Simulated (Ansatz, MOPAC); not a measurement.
Potential energy curve for Re(O)3(OH), SMILES [O]=[Re](=[O])(=[O])[OH] (HO4Re). The Re1–O6 bond (Re1 also carries O, O, O; O6 carries nothing else) is varied alone, starting from the PBE0/def2-TZVP, def2 effective core potentials past Kr optimised geometry.

- RKS-B3LYP = Ansatz (a program for electronic structure) with restricted B3LYP/def2-TZVP, def2 effective core potentials past Kr
- PM7, restricted, heats of formation (MOPAC)
- RKS-PBE = restricted PBE/def2-TZVP, def2 effective core potentials past Kr (Ansatz)
- UKS-PBE0 = unrestricted PBE0/def2-TZVP, def2 effective core potentials past Kr (Ansatz)

Energies relative to the lowest point of each curve near equilibrium, in mEh:

```csv
R / Å,RKS-B3LYP,PM7,RKS-PBE
1.40,170.1,150.9,178.1
1.59,17.1,13.5,20.5
1.66,2.2,1.3,3.7
1.74,0.6,2.1,0.0
1.93,34.0,43.2,28.3
2.06,70.0,88.0,61.1
2.21,114.0,145.0,101.8
2.48,185.3,239.5,169.4
3.11,281.9,358.7,273.1
3.57,309.0,387.8,311.3
4.16,325.1,398.6,335.4
4.93,333.5,401.4,347.7
```

Question: Estimate the UKS-PBE0 values at these points.

Answer: 1.40: 160.4; 1.59: 14.0; 1.66: 1.3; 1.74: 2.1; 1.93: 40.4; 2.06: 79.2; 2.21: 125.4; 2.48: 184.3; 3.11: 245.2; 3.57: 264.5; 4.16: 271.2; 4.93: 273.8 (mEh).

The restricted form behind RKS-B3LYP, PM7, RKS-PBE keeps the bonding electrons paired and can't separate into open-shell fragments. The unrestricted solution behind UKS-PBE0 changes between 2.48 and 2.77 Å and between 3.11 and 3.57 Å, which can leave a kink. The unrestricted determinant behind UKS-PBE0 is spin-contaminated at 2.21 to 4.93 Å (<S²> up to 1.7, against 0.00 for a pure singlet).
